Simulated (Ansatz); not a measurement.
`C[B](C)[GeH3]`, charge 0, multiplicity 1.

Problem. Give a relaxed structure at PBE0-D4/def2-TZVP (Ansatz). (An estimate is asked.)

Solution. Ansatz gave: 
Z-matrix (Å, degrees):
```
C
B 1 1.558
H 1 1.092 2 114.8
H 1 1.103 2 105.0 3 114.9
H 1 1.094 2 114.5 3 -128.6
C 2 1.559 1 121.3 3 145.9
Ge 2 2.080 1 120.1 3 -34.0
H 6 1.092 2 115.7 1 152.3
H 6 1.094 2 113.9 1 23.7
H 6 1.103 2 104.7 1 -91.7
H 7 1.542 2 114.3 1 2.6
H 7 1.544 2 110.9 1 123.7
H 7 1.544 2 111.1 1 -118.8
```
This is one stationary point; other conformers may exist.
